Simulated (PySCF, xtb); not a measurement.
B(H)2(Me) (CH5B), SMILES BC.

Harmonic wavenumbers (cm⁻¹) from GFN2-xTB run with xtb at its own minimum, in rising order: 77, 610, 702, 885, 986, 1033, 1209, 1376, 1472, 1494, 2636, 2668, 2976, 3029, 3038.

### Question
What does B3LYP-D3(BJ)/def2-TZVP (PySCF) give at its own minimum? (Estimate from the structure and the level; the computed values follow.)

### Answer
163, 562, 690, 976, 1069, 1092, 1254, 1329, 1429, 1478, 2573, 2641, 2961, 3061, 3109. Paired by order, the mean absolute difference is 49 cm⁻¹ and the zero-point energies are 34.6 and 34.9 kcal/mol.
